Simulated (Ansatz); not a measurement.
Abridged output of a molecular run in Ansatz:

```
Functional definition: HF
1192 factors; integrals over basis functions are off by at most 8.7e-4 eV
mean field evaluation 1: about -19163.7607 eV, gradient 2.6e1 eV
mean field evaluation 2: about -19163.9984 eV, gradient 2.6e1 eV
mean field evaluation 4: about -19166.2010 eV, gradient 3.7e0 eV
mean field evaluation 8: about -19166.2777 eV, gradient 2.3e-1 eV
mean field evaluation 16: about -19166.2783 eV, gradient 2.0e-6 eV
mean field -19166.27825921 eV, -704.3477346559 hartree, gradient 2.0e-6 eV, S^2 0.000000; 0 other end points of the search recorded, 0 dependent functions left out
12 core orbitals not correlated: weight in the atoms' cores, before any rotation towards them, 1.000 or more for the frozen orbitals, at most 0.000 for the correlated occupied ones
reference -19166.27825921 eV, -704.3477346559 hartree; 11, 11 occupied and 179, 179 virtual orbitals, 1192 factors
second order -15.95262356 eV of doubles, -0.00000000 eV of singles
cycle   1  -16.56510745 eV  change   -6.1e-1 eV  update   1.1e-1
cycle   2  -17.03509039 eV  change   -4.7e-1 eV  update   3.5e-2
cycle   3  -17.15189807 eV  change   -1.2e-1 eV  update   2.1e-2
cycle   4  -17.14233347 eV  change    9.6e-3 eV  update   6.2e-3
cycle   5  -17.13800700 eV  change    4.3e-3 eV  update   3.0e-3
cycle   6  -17.13877389 eV  change   -7.7e-4 eV  update   1.4e-3
cycle   7  -17.13827397 eV  change    5.0e-4 eV  update   6.4e-4
cycle   8  -17.13833379 eV  change   -6.0e-5 eV  update   2.9e-4
cycle   9  -17.13850689 eV  change   -1.7e-4 eV  update   1.2e-4
cycle  10  -17.13846318 eV  change    4.4e-5 eV  update   4.4e-5
cycle  11  -17.13845540 eV  change    7.8e-6 eV  update   1.8e-5
perturbative correction -0.69621780 eV, -0.0255855323 hartree
Total energy: -19184.11293241 eV, -705.0031468073 hartree
```

Its atoms:

Cartesian coordinates in Å:
```
F -1.382 1.610 1.360
B -0.921 0.623 0.619
Si 0.441 -0.782 0.863
Si -0.036 0.500 -1.140
H 0.146 -2.135 0.328
H 1.530 -0.799 1.875
H -0.413 -0.623 -2.033
H 0.636 1.606 -1.873
```

Problem. Which basis set was used?
A. def2-TZVPPD
B. def2-TZVPP
C. def2-SVP
D. cc-pV(Q+d)Z

Solution. B. It gives 202 functions.

Problem. Write the keys of the input that set method, charge and spin (a neutral closed shell needs none for the last two).

Solution. 
```yaml
correlation: {method: ccsd_t}
```
